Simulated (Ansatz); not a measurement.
The same molecule with X = F, Cl, Br. Ansatz, PBE0-D4/def2-TZVP geometries, multiplicity 1.

Scalar relativity is left out up to krypton.

```csv
X,molecule,mean X–Si bond length / Å,HOMO energy (PBE0/def2-TZVPP) / eV,HOMO–LUMO gap (PBE/def2-TZVPP) / eV,LUMO energy (ωB97M-V/def2-TZVPP) / eV
Cl,`C[Si]Cl`,2.093,-6.68,2.28,-0.49
Br,`C[Si]Br`,2.264,-6.68,2.19,-0.66
```

**Question.** Give the row for X = F, `C[Si]F`. (An estimate is asked.)

**Answer.** Ansatz gave: 
```csv
X,molecule,mean X–Si bond length / Å,HOMO energy (PBE0/def2-TZVPP) / eV,HOMO–LUMO gap (PBE/def2-TZVPP) / eV,LUMO energy (ωB97M-V/def2-TZVPP) / eV
F,`C[Si]F`,1.620,-6.61,2.53,-0.09
```

From F to Br the mean X–Si bond length rises at each step, by 0.644 Å in all; the HOMO energy (PBE0/def2-TZVPP) isn't monotonic: highest at F, lowest at Cl; the HOMO–LUMO gap (PBE/def2-TZVPP) falls at each step, by 0.34 eV in all; the LUMO energy (ωB97M-V/def2-TZVPP) falls at each step, by 0.57 eV in all. Bonds lengthen as the atom grows down the group.

Spin–orbit coupling is left out; it splits and shifts lone-pair levels of the heavy atoms by tenths of an eV.
